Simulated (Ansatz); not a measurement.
A nudged elastic band was laid between two geometries of CH₈BInSi (12 atoms, charge 0, multiplicity 1).

Level of theory: RKS PBE0/def2-mTZVP in Ansatz.

```
movable images  : 5
climbing image  : yes
spring          : 5.0 eV/Å²
optimiser       : quadratic models (default)
start path      : through a guess of the saddle point
force threshold : 0.05 eV/Å
iteration limit : 60
end points      : relaxed
```

Initial state:

```xyz
12
Properties=species:S:1:pos:R:3
Si -0.888 1.454 -0.083
B -0.978 -0.541 -0.411
C 0.204 -1.176 -1.050
In 1.218 -0.625 0.970
H 0.340 1.613 0.834
H -0.532 2.308 -1.253
H -1.984 2.102 0.688
H -1.827 -1.200 0.118
H 0.895 -0.634 -1.696
H 0.253 -2.254 -1.209
H 0.550 -0.978 2.513
H 2.826 -0.124 0.614
```

Final state:

```xyz
12
Properties=species:S:1:pos:R:3
Si -0.838 1.480 -0.140
B -0.312 -0.204 -1.131
C -0.410 -1.485 -0.384
In 1.343 -0.563 0.837
H 0.140 1.517 1.049
H -0.628 2.795 -0.802
H -2.167 1.468 0.533
H 0.285 -0.131 -2.167
H -1.094 -1.634 0.451
H -0.093 -2.429 -0.830
H 1.095 -0.983 2.486
H 2.755 0.116 0.132
```

(1) Which bonds break or form, and what moves?

(2) Give the energies along the band, and the barrier.

(3) What is the geometry of the highest image?

Results:

(1) No bond is made or broken.  The two ends are copies of one structure, up to a mirror image or an exchange of like atoms.

(2) The run converged. The highest image is number 3 of 0 to 6, 1.33 eV above the ends, which have the same energy within 2 meV. The profile has 3 maxima (images 1, 3, 5) with wells between them (images 2, 4): this band takes more than one step, which may be the mechanism or a detour left from its start path. Neighbouring images differ by up to 1.3 eV, so the band resolves the path poorly. A vibrational analysis at the climbing image gives one clearly imaginary mode, 448i cm⁻¹: a first-order saddle point.

```csv
image,path coordinate (Å),energy (eV)
0,0.00,0.00
1,2.73,0.62
2,5.45,0.05
3,8.18,1.33
4,10.87,0.06
5,13.57,0.61
6,16.26,0.00
```

(3) 
```xyz
12
Properties=species:S:1:pos:R:3
Si -0.675 1.525 0.177
B -0.604 -0.352 -0.704
C 0.015 -1.648 -0.815
In 1.246 -0.337 0.917
H 0.283 2.004 1.254
H -0.510 2.498 -0.930
H -2.018 1.629 0.799
H -1.551 -0.086 -1.397
H -0.403 -2.350 -1.533
H 0.865 -2.166 -0.335
H 0.734 -0.952 2.425
H 2.695 0.180 0.176
```

Time of the run: 4.8 min on 2 threads of AMD EPYC 9R45 96-Core Processor (Zen 5), on a shared host, peak memory 0.32 GiB.
